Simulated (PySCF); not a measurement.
# Partial charges of hexafluoroethane

Compound: hexafluoroethane, C₂F₆.
Cartesian coordinates in Å at the PBE0-D3(BJ)/def2-SVP level; atoms count from 1:
```
atom  x, y, z in Å
F1     1.3897   -0.2970   -1.0133
C2     0.7574   -0.0755    0.1279
F3     1.2313    1.0306    0.6793
F4     0.9693   -1.0942    0.9462
C5    -0.7551    0.0779   -0.1342
F6    -0.9672    1.0956   -0.9536
F7    -1.2292   -1.0289   -0.6839
F8    -1.3871    0.3009    1.0070
```

Density: PBE0/pcSseg-1 (PySCF); schemes: Mulliken, IAO, Hirshfeld and ESP-fitted. Isolated species at its PBE0-D3(BJ)/def2-SVP geometry, gas phase.

Question: What partial charge does each atom carry?

Answer: In e:

```
atom              environment  Mulliken     IAO  Hirshfeld  ESP-fitted
  F1  fluorine of a CF3 group    -0.246  -0.259     -0.078      -0.118
  C2               CF3 carbon    +0.740  +0.778     +0.234      +0.351
  F3  fluorine of a CF3 group    -0.247  -0.259     -0.078      -0.118
  F4  fluorine of a CF3 group    -0.247  -0.259     -0.078      -0.117
  C5               CF3 carbon    +0.740  +0.778     +0.234      +0.367
  F6  fluorine of a CF3 group    -0.247  -0.259     -0.078      -0.121
  F7  fluorine of a CF3 group    -0.247  -0.259     -0.078      -0.122
  F8  fluorine of a CF3 group    -0.246  -0.259     -0.078      -0.121
```

Mean size of the charges over all atoms: IAO 0.389 e, Mulliken 0.370 e, ESP-fitted 0.179 e, Hirshfeld 0.117 e. Each set sums to the total charge, 0, to within 0.001 e. The Mulliken scheme gives each basis function's population to the atom it is centred on and halves the overlap population of two atoms between them. The ESP scheme fits charges at the nuclei, held to the total charge, to the electrostatic potential on points at 1.4 to 2.0 times the van der Waals radii.

Lowest charge. All schemes pick atoms of one kind: Mulliken F3, F4, F6 and F7 (-0.247); IAO F1, F3, F4, F6 and 2 more (-0.259); Hirshfeld F1, F3, F4, F6 and 2 more (-0.078); ESP-fitted F7 (-0.122).

Highest charge. All schemes pick atoms of one kind: Mulliken C2 and C5 (+0.740); IAO C2 and C5 (+0.778); Hirshfeld C2 and C5 (+0.234); ESP-fitted C5 (+0.367).

Question: Sum the charges by element.

Answer: 
```tsv
element	atoms	Mulliken	IAO	Hirshfeld	ESP-fitted
F	6	-1.479	-1.556	-0.468	-0.718
C	2	+1.479	+1.555	+0.468	+0.718
```

Question: How many electrons does the IAO scheme count on C5?

Answer: Z − q = 6 − (+0.778) = 5.222.
